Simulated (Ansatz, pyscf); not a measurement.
`[SiH][SH]` [singlet] → `[SiH2]=[S]`, a hydrogen shift on the singlet surface: H–S broken, H–Si formed. Single points on ωB97X-D3(BJ)/def2-SVP structures (PySCF, gas phase). Wave-function energies: Ansatz (a program for electronic structure), frozen core, RHF or UHF references. In kJ/mol, from the reactant's lowest minimum found.

```tsv
level	barrier	reaction energy
ωB97X-D3(BJ)/def2-TZVP	202.85	-48.14
PBE0-D3(BJ)/def2-TZVP	181.56	-44.29
CCSD(T)/cc-pV(D+d)Z	189.92	-39.38
CCSDT(Q)/cc-pV(D+d)Z	?	?
CCSD(T)/cc-pV(T+d)Z	182.54	-43.50
CCSD(T)/cc-pV(Q+d)Z	?	-47.89
```

### Question
Some entries are withheld; supply them.

### Answer

- CCSDT(Q)/cc-pV(D+d)Z, barrier: 186.61
- CCSDT(Q)/cc-pV(D+d)Z, reaction energy: -39.44
- CCSD(T)/cc-pV(Q+d)Z, barrier: 179.45

In cc-pV(D+d)Z, going from CCSD(T) to CCSDT(Q) shifts the barrier by -3.30 and the reaction energy by -0.06 kJ/mol. With HF in the quadruple-zeta basis and the correlation energy extrapolated as X⁻³ from X = 3, 4, CCSD(T) gives 178.16 and -49.81; adding the double-zeta shift gives ΔE‡ = 174.86 and ΔE = -49.87 kJ/mol, without core correlation, relativity or geometry relaxation at these levels. One saddle was located; it need not be the lowest between these sides. One closed-shell reference is unstable to symmetry breaking; treat the single-reference values with care.
